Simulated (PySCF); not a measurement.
Radial density of Si (silicon, neutral)

UHF, [Ne] 3s2 3p1 3d1, one real determinant (an excited configuration). Calculation: PySCF 2.14, in x2c-TZVPPall with one added diffuse shell each of s, p, d type (6s6p4d1f, 51 functions); scalar relativity by spin-free X2C-1e.

```csv
r (bohr),4πr²ρ (e/bohr),4πr²(ρα − ρβ)
0.00205,0.09908,0.0000
0.00344,0.2658,0.0000
0.00579,0.6821,0.0000
0.00975,1.692,-0.0001
0.0164,3.904,-0.0002
0.0276,7.989,-0.0002
0.0464,13.29,0.0006
0.0780,15.84,0.0058
0.131,12.08,0.0253
0.221,9.899,0.0643
0.371,14.21,0.0737
0.624,9.906,0.0043
1.05,2.308,0.0933
1.77,1.623,0.4404
2.97,0.8222,0.4081
5.00,0.2917,0.2747
8.41,0.03638,0.0364
```

Densities and radii are taken from the X2C orbitals without a picture-change correction, which distorts them close to the nucleus.

⟨L²⟩ = 8.04 against 12 for a pure F term, so this real determinant mixes terms. The outer electron is Rydberg-like, and this basis confines it to a smaller radius and binds it less than a complete one would.
